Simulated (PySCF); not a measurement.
## CI and its ions

r²SCAN; C def2-SVPD, I def2-SVPD with ECP28; scalar-relativistic core potentials (PySCF 2.14). Neutral (UKS): doublet (π ↑), Re = 2.048 Å, ωe = 627 cm⁻¹, De = 3.08 eV, HOMO -5.55 eV, LUMO -4.60 eV.

CI⁻ (UKS): triplet (π ↑↑), Re = 2.280 Å, ωe = 375 cm⁻¹, De = 1.65 eV to C + I⁻. The energies at the minima are -335.68797 hartree for CI and -335.75848 for CI⁻.

Work out the adiabatic electron affinity, without and with harmonic zero-point energies (1 hartree = 27.2114 eV, 1 eV = 8065.5 cm⁻¹), and the change of the bond length.

At r²SCAN: 0.07051 hartree = 1.919 eV between the minima; the zero-point term (627.0 − 375.0)/2 cm⁻¹ = +0.016 eV makes it 1.934 eV. Re changes by +23.2 pm against the neutral. The electron enters a π orbital, and the ion is left as a loose complex of an ion and an atom.

These are scalar-relativistic numbers at best; spin–orbit coupling would shift them, the dissociation energy most. For an ion De counts to the pair picked by the measured ionisation energies or electron affinities, which need not be the lowest pair at this level. The highest Kohn–Sham level is positive in this anion. Much of that is self-interaction error, but it also means that the finite basis helps to hold the extra electron. States were picked by a PBE0 search and need not be the measured ground states.
